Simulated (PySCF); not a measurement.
## Simulated absorption spectrum

Compound: C₂H₇FO₂Si₃.
InChI=1S/C2H7FO2Si3/c1-2(3)8(4)6-5-7-8/h4H,1,6-7H2

Theory: PySCF 2.14.0, density-fitted response routines, TDDFT B3LYP/def2-SVPD, vertical, gas phase, core orbitals frozen in the response. Isolated species at its GFN2-xTB geometry (one conformer only). Torsions of this conformer, `[CH2:1]=[C:2]([F:3])[Si:4]1([OH:5])[SiH2:6][O:7][SiH2:8]1`: C1–C2–Si4–O5 0°, H–O5–Si4–C2 180°.

Each state is given a Gaussian of 0.3 eV full width at half maximum, with ε(max) = 2.175×10⁸ f / Δν̃ (Δν̃ the width in cm⁻¹). The width is an assumption, not a result. The curve ends short of the highest state used, and states not computed would add to its high-energy end.

```json
{"E (eV)": "4.22", "ε (L mol⁻¹ cm⁻¹)": "1"}
{"E (eV)": "4.26", "ε (L mol⁻¹ cm⁻¹)": "3"}
{"E (eV)": "4.29", "ε (L mol⁻¹ cm⁻¹)": "6"}
{"E (eV)": "4.33", "ε (L mol⁻¹ cm⁻¹)": "14"}
{"E (eV)": "4.36", "ε (L mol⁻¹ cm⁻¹)": "26"}
{"E (eV)": "4.40", "ε (L mol⁻¹ cm⁻¹)": "54"}
{"E (eV)": "4.43", "ε (L mol⁻¹ cm⁻¹)": "87"}
{"E (eV)": "4.47", "ε (L mol⁻¹ cm⁻¹)": "150"}
{"E (eV)": "4.51", "ε (L mol⁻¹ cm⁻¹)": "235"}
{"E (eV)": "4.54", "ε (L mol⁻¹ cm⁻¹)": "310"}
{"E (eV)": "4.58", "ε (L mol⁻¹ cm⁻¹)": "414"}
{"E (eV)": "4.61", "ε (L mol⁻¹ cm⁻¹)": "490"}
{"E (eV)": "4.65", "ε (L mol⁻¹ cm⁻¹)": "587"}
{"E (eV)": "4.68", "ε (L mol⁻¹ cm⁻¹)": "667"}
{"E (eV)": "4.72", "ε (L mol⁻¹ cm⁻¹)": "827"}
{"E (eV)": "4.75", "ε (L mol⁻¹ cm⁻¹)": "1034"}
{"E (eV)": "4.79", "ε (L mol⁻¹ cm⁻¹)": "1513"}
{"E (eV)": "4.83", "ε (L mol⁻¹ cm⁻¹)": "2311"}
{"E (eV)": "4.86", "ε (L mol⁻¹ cm⁻¹)": "3143"}
{"E (eV)": "4.90", "ε (L mol⁻¹ cm⁻¹)": "4504"}
{"E (eV)": "4.93", "ε (L mol⁻¹ cm⁻¹)": "5606"}
{"E (eV)": "4.97", "ε (L mol⁻¹ cm⁻¹)": "6941"}
{"E (eV)": "5.00", "ε (L mol⁻¹ cm⁻¹)": "7660"}
{"E (eV)": "5.04", "ε (L mol⁻¹ cm⁻¹)": "8030"}
{"E (eV)": "5.08", "ε (L mol⁻¹ cm⁻¹)": "7643"}
{"E (eV)": "5.11", "ε (L mol⁻¹ cm⁻¹)": "6918"}
{"E (eV)": "5.15", "ε (L mol⁻¹ cm⁻¹)": "5596"}
{"E (eV)": "5.18", "ε (L mol⁻¹ cm⁻¹)": "4530"}
{"E (eV)": "5.22", "ε (L mol⁻¹ cm⁻¹)": "3277"}
{"E (eV)": "5.25", "ε (L mol⁻¹ cm⁻¹)": "2596"}
```

(1) Where are the band maxima, and which computed states make them?

(2) Coming from long wavelengths, where does ε first pass 100 L mol⁻¹ cm⁻¹?

(3) On this curve, what absorbance would a 10⁻³ mol/L sample give at 280 nm over a 1 cm path?

Answers

(1) 246 nm (5.04 eV), ε about 8000, made up of S2 (100%) (ε in L mol⁻¹ cm⁻¹; maxima over ε = 5, shares over 10%). The states used: S1 4.67 eV (f 0.0058); S2 5.04 eV (f 0.089); S3 5.47 eV (f 0.023); S4 5.48 eV (f 0.0008); S5 5.67 eV (f 0.166); S6 5.74 eV (f 0.132); S7 5.84 eV (f 0.027); S8 5.85 eV (f 0.0009).

(2) At about 279 nm (4.44 eV), 0.23 eV below S1.

(3) 280 nm is 4.428 eV, where ε is about 84 L mol⁻¹ cm⁻¹, so A = ε c l ≈ 0.084 (Beer–Lambert, with the gas-phase spectrum and the assumed width).
